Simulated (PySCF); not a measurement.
Record of a relaxation.

Compound: Ge(GeH3)2H2.
Bonds: Ge1–Ge2, Ge1–Ge6. Hydrogens: H10, H11 on Ge1; H3, H4, H5 on Ge2; H7, H8, H9 on Ge6.

Method: PBE0-D3(BJ)/def2-SVP geometry optimisation, gas phase (PySCF 2.14.0); density fitting, grid level 1; the optimiser is geomeTRIC in internal coordinates, started from a GFN2-xTB structure with every atom displaced at random (about 0.03 Å). The frame can shift and turn from step to step; on so coarse a grid that alone can change the energy by a few meV, and forces under 0.02 eV/Å are noise.

Step 0: E = -169641.9004 eV, largest atomic force 3.576 eV/Å
```
atom  x, y, z in Å  |  force x, y, z in eV/Å
Ge1    -0.679   -0.074   -0.512   -1.557   1.352  -0.203
Ge2    -0.914   -0.028    1.845    2.374   0.027  -1.065
H3     -0.398   -1.265    2.449    0.642  -1.253   0.468
H4     -2.203    0.096    2.352   -3.452   0.335   0.872
H5     -0.159    1.093    2.470    0.665   0.809   0.247
Ge6     1.439    0.027   -1.463    1.497  -0.354   1.595
H7      2.271   -1.226   -1.129   -0.108  -0.162   0.093
H8      2.342    1.170   -0.989   -0.167   0.253   0.267
H9      1.466    0.129   -2.894   -0.282   0.132  -2.266
H10    -1.527    1.172   -1.039    0.530  -0.371   0.243
H11    -1.540   -1.179   -1.059   -0.141  -0.769  -0.251
```

Step 1: E = -169642.5308 eV, largest atomic force 0.719 eV/Å
```
atom  x, y, z in Å  |  force x, y, z in eV/Å
Ge1    -0.718   -0.046   -0.524   -0.671   0.131  -0.220
Ge2    -0.898   -0.025    1.879    0.154  -0.105   0.474
H3     -0.328   -1.340    2.477   -0.070   0.166  -0.086
H4     -2.365    0.119    2.364    0.155  -0.021  -0.174
H5     -0.086    1.152    2.479   -0.074  -0.105  -0.099
Ge6     1.484    0.019   -1.468    0.586  -0.126  -0.167
H7      2.275   -1.259   -1.105   -0.103   0.019  -0.022
H8      2.322    1.199   -0.932   -0.152   0.024   0.029
H9      1.462    0.133   -3.015   -0.119  -0.018   0.188
H10    -1.500    1.186   -1.033    0.088   0.103   0.013
H11    -1.551   -1.224   -1.090    0.206  -0.068   0.065
```

Step 2: E = -169642.5684 eV, largest atomic force 0.348 eV/Å
```
atom  x, y, z in Å  |  force x, y, z in eV/Å
Ge1    -0.742   -0.028   -0.538   -0.321   0.075  -0.111
Ge2    -0.879   -0.028    1.878    0.016  -0.048   0.172
H3     -0.302   -1.338    2.460   -0.032   0.068  -0.041
H4     -2.350    0.109    2.341    0.129  -0.017  -0.073
H5     -0.072    1.152    2.461   -0.030  -0.031  -0.032
Ge6     1.490    0.009   -1.453    0.191  -0.045  -0.070
H7      2.257   -1.274   -1.079   -0.038   0.000  -0.006
H8      2.289    1.206   -0.902   -0.048   0.016   0.009
H9      1.447    0.122   -2.994   -0.032  -0.010   0.102
H10    -1.505    1.217   -1.048    0.067   0.029   0.018
H11    -1.535   -1.233   -1.094    0.099  -0.036   0.034
```

Step 3: E = -169642.5793 eV, largest atomic force 0.059 eV/Å
```
atom  x, y, z in Å  |  force x, y, z in eV/Å
Ge1    -0.772   -0.008   -0.557   -0.019  -0.024  -0.004
Ge2    -0.860   -0.029    1.867   -0.027   0.014  -0.032
H3     -0.268   -1.337    2.423    0.007  -0.012  -0.003
H4     -2.325    0.093    2.331    0.029  -0.006   0.019
H5     -0.057    1.154    2.436   -0.001   0.007   0.007
Ge6     1.487    0.003   -1.431   -0.053   0.020   0.016
H7      2.228   -1.287   -1.037    0.004  -0.003   0.005
H8      2.256    1.212   -0.866    0.016  -0.005  -0.006
H9      1.449    0.108   -2.967    0.028  -0.002  -0.002
H10    -1.516    1.245   -1.067    0.009   0.014  -0.003
H11    -1.525   -1.240   -1.101    0.006  -0.003   0.001
```

Step 4: E = -169642.5805 eV, largest atomic force 0.048 eV/Å
```
atom  x, y, z in Å  |  force x, y, z in eV/Å
Ge1    -0.783   -0.004   -0.563   -0.002  -0.009  -0.002
Ge2    -0.857   -0.029    1.860   -0.008   0.011  -0.029
H3     -0.255   -1.337    2.406    0.009  -0.012  -0.002
H4     -2.315    0.085    2.341    0.002  -0.004   0.021
H5     -0.053    1.155    2.428    0.001   0.006   0.004
Ge6     1.482    0.005   -1.424   -0.043   0.013   0.017
H7      2.216   -1.286   -1.020    0.005  -0.004   0.006
H8      2.252    1.212   -0.857    0.012  -0.002  -0.003
H9      1.462    0.105   -2.961    0.020   0.000  -0.009
H10    -1.523    1.250   -1.074    0.008  -0.004   0.000
H11    -1.529   -1.241   -1.106   -0.003   0.003  -0.003
```

Step 5: E = -169642.5816 eV, largest atomic force 0.023 eV/Å
```
atom  x, y, z in Å  |  force x, y, z in eV/Å
Ge1    -0.805    0.004   -0.578    0.020  -0.002   0.007
Ge2    -0.850   -0.030    1.845    0.015  -0.002  -0.003
H3     -0.222   -1.336    2.364    0.006  -0.001  -0.001
H4     -2.294    0.065    2.370   -0.021  -0.002   0.007
H5     -0.044    1.157    2.405    0.002   0.002  -0.003
Ge6     1.470    0.009   -1.409    0.004  -0.008   0.005
H7      2.189   -1.285   -0.980   -0.001   0.002   0.003
H8      2.241    1.211   -0.832   -0.003   0.003   0.002
H9      1.495    0.098   -2.946   -0.001   0.001  -0.006
H10    -1.540    1.259   -1.090   -0.009  -0.001  -0.004
H11    -1.542   -1.238   -1.120   -0.013   0.008  -0.007
```

Step 6: E = -169642.5817 eV, largest atomic force under 0.02 eV/Å
```
atom  x, y, z in Å  |  force x, y, z in eV/Å
Ge1    -0.808    0.005   -0.580    0.009   0.003   0.002
Ge2    -0.848   -0.031    1.843    0.006  -0.003   0.003
H3     -0.214   -1.336    2.358    0.004   0.002   0.000
H4     -2.291    0.060    2.374   -0.009  -0.003   0.001
H5     -0.042    1.158    2.401    0.000   0.001  -0.002
Ge6     1.469    0.009   -1.406    0.008  -0.006  -0.001
H7      2.185   -1.284   -0.973   -0.001   0.002   0.002
H8      2.238    1.211   -0.826   -0.004   0.002   0.002
H9      1.500    0.098   -2.943   -0.002   0.001  -0.001
H10    -1.544    1.261   -1.092   -0.002  -0.004   0.001
H11    -1.547   -1.235   -1.124   -0.009   0.006  -0.005
```

Question: Summarise the path.

Answer: The energy falls by 0.6813 eV from step 0 to step 6; nine tenths of that is first reached at step 1. It falls at every step. The largest force goes from 3.576 to under 0.02 eV/Å. Among the bonds Ge2–H4 changes most, from 1.391 to 1.540 Å; the atoms move by 0.139 Å rms after alignment.

Question: Follow the three bonds and two angles with the largest change from start to end.

Answer: 
```tsv
step	E above end (eV)	largest force (eV/Å)	Ge2–H4 (Å)	Ge6–H9 (Å)	Ge1–Ge6 (Å)	H10–Ge1–H11 (°)	Ge2–Ge1–Ge6 (°)
0	0.6813	3.576	1.391	1.435	2.324	98.6	119.8
1	0.0509	0.719	1.552	1.551	2.397	102.3	117.5
2	0.0133	0.348	1.549	1.546	2.413	104.8	115.5
3	0.0024	0.059	1.542	1.540	2.423	107.3	113.2
4	0.0013	0.048	1.540	1.540	2.423	107.6	112.6
5	0.0001	0.023	1.539	1.540	2.422	108.1	111.1
6	0.0000	under 0.02	1.540	1.540	2.422	108.0	110.9
```

What follows is the cost of the whole optimisation. Time: 69 s; peak memory 0.56 GiB. Hardware: one thread of an Arm Neoverse V2, shared host with 96 logical CPUs at a one-minute load of 35.
